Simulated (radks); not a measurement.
Results of a calculation; reference values are marked as such.
The nuclear charge of neutral nickel is varied continuously with 28 electrons held in [Ar] 3d8 4s2. Level of theory: scalar-relativistic Kohn-Sham, PBE, spin-polarised, spherical densities, finite nucleus; open shells are filled with parallel spins first; Fermi nuclear charge, rms radius 3.7757 fm (a radial shooting solver on a logarithmic mesh with Libxc functionals). By the Hellmann-Feynman theorem dE/dZ = E(electron-nucleus)/Z, the electronic potential at the nucleus (averaged over a nucleus of fixed radius). The scalar-relativistic energy here is not variational (the density holds large components alone), so the two differ by a part that grows with Z.

| Z | E (hartree) | E(electron-nucleus)/Z (hartree) | HOMO | e(HOMO) (eV) | <r> HOMO (bohr) |
|---|---|---|---|---|---|
| 27.75 | -1488.14840 | -128.764 | 4s | -3.482 | 3.031 |
| 28 | -1520.56757 | -130.342 | 4s | -5.462 | 2.849 |
| 28.25 | -1553.38166 | -131.915 | 4s | -7.641 | 2.698 |
| 28.5 | -1586.58974 | -133.485 | 4s | -10.001 | 2.570 |
| 28.75 | -1620.19106 | -135.053 | 4s | -12.532 | 2.459 |
| 29 | -1654.18507 | -136.618 | 4s | -15.224 | 2.361 |

The central difference of E at Z = 28 is -130.467 hartree, to compare with the third column; the second derivative is -6.32 hartree.
